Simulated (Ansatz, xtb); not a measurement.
**Two isomers of C4H2F3NSe**

We compare a, `FC(F)(F)c1ccn[se]1`, a singlet, with b, `FC(F)(F)c1c[se]cn1`, a singlet. Both are isolated molecules in the gas phase, relaxed with r2SCAN-D4/def2-SVP.

Problem. Estimate which is lower in electronic energy at CCSD(T)/def2-SVP + ΔMP2/def2-TZVPP, and by roughly how much.

Solution. The CCSD(T)/def2-SVP + ΔMP2/def2-TZVPP calculation puts structure b lower, by 3.9 kcal/mol.

Level by level:

| level | geometry | E(b) − E(a) (kcal/mol) | departure from the last row (kcal/mol) | job, with rough time for the two |
| --- | --- | --- | --- | --- |
| r2SCAN-D4/def2-SVP | r2SCAN-D4/def2-SVP | −6.6 | −2.6 | optimisation, 2.2 min |
| HF/def2-SVP | r2SCAN-D4/def2-SVP | −9.2 | −5.3 | part of the CCSD(T) run |
| MP2/def2-SVP | r2SCAN-D4/def2-SVP | −6.5 | −2.6 | part of the CCSD(T) run |
| CCSD(T)/def2-SVP | r2SCAN-D4/def2-SVP | −6.9 | −2.9 | single point |
| CCSD(T)/def2-SVP + ΔMP2/def2-TZVPP | r2SCAN-D4/def2-SVP | −3.9 |  | single point, 2.2 min |

As drawn, b has 1 C∷Se, 1 C∷N in place of 1 C∷C, 1 N∷Se (∷ is an aromatic bond).

The levels shown agree on the order. The largest departure from CCSD(T)/def2-SVP + ΔMP2/def2-TZVPP is that of HF/def2-SVP, 5.3 kcal/mol. Levels run at GFN2-xTB geometries aren't shown. The last row adds to CCSD(T) the change of the MP2 difference between the two basis sets, here +2.9 kcal/mol.

With thermal terms from frequencies at re-optimised GFN2-xTB minima (ideal gas, soft modes damped towards free rotors, one conformer each, 298.15 K, 1 atm): the zero-point term adds −0.1 kcal/mol; ΔH is −4.1 and ΔG −3.9 kcal/mol.

The correlated steps freeze 17 core orbitals; the filled d shell of Se is correlated, in a basis made for valence electrons. Run with Ansatz 0.2.0, xtb 6.7.1; the last row on 4 threads of Arm Neoverse V2 on a shared host.
